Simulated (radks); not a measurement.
Question: Species: a nucleus of charge 51.8 with 49 electrons. Configuration: [Kr] 4d10 5s2 5p1. Calculated with a radial shooting solver on a logarithmic mesh with Libxc functionals: scalar-relativistic Kohn-Sham, PBE, spin-polarised, spherical densities, point nucleus; open shells are filled with parallel spins first (spin-orbit coupling, left out, can overturn this in heavy ions). Some entries of the table are withheld. Estimate them.

orbital,occ.,eigenvalue (eV),<r^2> (bohr^2),<r> (bohr)
1s up,1,-31390.81,0.001057,0.02793
1s down,1,-31390.77,0.001057,0.02793
2s up,1,-4830.565,0.01709,0.1204
2s down,1,-4830.552,0.01709,0.1204
2p up,3,-4339.288,0.01352,0.1052
2p down,3,-4339.259,0.01352,0.1052
3s up,1,-981.2846,0.1198,0.3238
3s down,1,-981.2540,0.1198,0.3238
3p up,3,-821.5063,0.1202,0.3219
3p down,3,-821.4713,0.1202,0.3219
3d up,5,-579.5270,0.1055,0.2985
3d down,5,-579.4943,0.1055,0.2985
4s up,1,-189.4903,0.6692,0.7695
4s down,1,-189.4126,0.6690,0.7694
4p up,3,-140.0846,0.7791,0.8266
4p down,3,-139.9985,0.7782,0.8262
4d up,5,-68.1194,1.121,0.9773
4d down,5,-67.9535,1.112,0.9741
5s up,1,-40.3672,(1),1.953
5s down,1,-39.3872,(2),1.948
5p up,1,-29.6540,5.807,2.273
5p down,0,-28.6180,5.840,2.278

Answer: 
(1) 5s up <r^2> (bohr^2): 4.274
(2) 5s down <r^2> (bohr^2): 4.258
